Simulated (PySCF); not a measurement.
**Computed structure and properties of Yb(SH)3**

System: Yb(SH)3 (singlet in the valence; each metal's 4f electrons, 13 of them, lie in its core potential, out of spins and levels); start: displaced along the imaginary mode (C3). Method: PySCF 2.14.0, RKS PBE0, Yb lcecp-1-SVP with ECP59, S def2-SVP, H def2-SVP; non-relativistic Hamiltonian with scalar-relativistic core potentials where named; density fitting; no spin-orbit coupling.

Input of the relaxation:

```python
mol = gto.M(atom='''
Yb     0.00000     0.00000    -0.26018
S      2.44623    -0.00704     0.41689
H      2.17748     0.24998     1.74287
S     -1.21702     2.12202     0.41689
H     -1.30523     1.76076     1.74287
S     -1.22921    -2.11498     0.41689
H     -0.87225    -2.01074     1.74287''',
    basis={'Yb': 'lcecp-1-SVP', 'S': 'def2-SVP', 'H': 'def2-SVP'},
    ecp={'Yb': 'lcecp-1-SVP'},
    charge=0, spin=0)
mf = dft.RKS(mol, xc='PBE0')
mf.grids.atom_grid = (50, 194)  # f atoms: unpruned, at least (60, 302)
mf = mf.density_fit()  # fitting sets: Yb AutoAux, S def2-universal-JKFIT, H def2-universal-JKFIT
mf.conv_tol = 1e-08; mf.max_cycle = 55
mf.kernel(dm0)  # dm0: converged density of the start geometry
# quasi-Newton relaxation in Cartesian coordinates to a largest gradient under 0.00045 Eh/bohr, steps kept in the point group
```

Run from Python with OMP_NUM_THREADS=2; the lines above give its settings. Where DIIS fails, smearing, a level shift and second-order steps follow.
It took 110 s on 2 threads of Intel(R) Xeon(R) Platinum 8375C CPU @ 2.90GHz (Ice Lake) (shared host), from the converged density of the start.

Course of the relaxation:

| step | energy above end (eV) | largest force component within the symmetry (eV/Å) |
| --- | --- | --- |
| 0 | 0.4378 | 0.583 |
| 1 | 0.3953 | 0.189 |
| 2 | 0.3413 | 0.559 |
| 3 | 0.3113 | 0.761 |
| 4 | 0.2243 | 0.091 |
| 5 | 0.1958 | 0.630 |
| 6 | 0.1623 | 0.184 |
| 7 | 0.1345 | 0.117 |
| 18 | 0.0100 | 0.105 |
| 19 | 0.0059 | 0.142 |
| 20 | 0.0008 | 0.046 |
| 21 | 0.0009 | 0.125 |
| 22 | 0.0001 | 0.006 |
| 23 | 0.0000 | 0.011 |
(The steps between are left out.)

Relaxed geometry (C3, nearly C3h):

```xyz
7

Yb    0.0000    0.0000    0.8608
S     2.4950   -0.4331    0.8714
H     2.8138    0.8837    0.9147
S    -0.8724    2.3773    0.8714
H    -2.1722    1.9950    0.9147
S    -1.6226   -1.9442    0.8714
H    -0.6416   -2.8787    0.9147
```

```
    contact      Å
Yb1–S2 (SH)  2.532
Yb1–S4 (SH)  2.532
Yb1–S6 (SH)  2.532
```

On the finer grid (75, 302):

The HOMO is -7.54 eV and the LUMO is -2.42 eV. The dipole about the centre of mass is 0.01 D, the set of Mulliken populations of Yb1 outside the core potential is s 2.43, p 6.40, d 1.33, f 0.02 and the D3(BJ) dispersion energy (not in the energies) is -0.186 eV.

| atom | Mulliken (e) | Löwdin (e) | spin (e) |
| --- | --- | --- | --- |
| Yb1 | 0.81 | -0.11 | 0.00 |
| S2 | -0.39 | 0.01 | 0.00 |
| H3 | 0.12 | 0.03 | 0.00 |
| S4 | -0.39 | 0.01 | 0.00 |
| H5 | 0.12 | 0.03 | 0.00 |
| S6 | -0.39 | 0.01 | 0.00 |
| H7 | 0.12 | 0.03 | 0.00 |

The 4f levels lie in the core potential and are missing. Their spin isn't counted.

On the grid (50, 194), as all that follows. Harmonic modes: a minimum within the noise of the softest modes; lowest 33 cm⁻¹ (negative: unstable), highest 2684 cm⁻¹, zero-point energy 0.678 eV.

Taking off one SH (charge -1, singlet; the rest: singlet) in vacuum, both parts rigid, costs 9.36 eV; the small basis without counterpoise inflates it. Most of it is the attraction of opposite charges; other ways to part are cheaper, and one spin state was tried for the rest.

Rigid scan of SH along the line from its metal:

```
distance to S2 (Å)  energy (eV)
              2.23        0.672
              2.33        0.262
              2.43        0.058
              2.53        0.000
              2.63        0.046
              2.73        0.164
              2.93        0.530
              3.23        1.208
              3.63        2.101
              4.13        3.020
```

One start shape was tried, so this needn't be the lowest isomer.

An lcecp potential fixes the number of 4f electrons, so in runs with it no electron can move into or out of that shell.
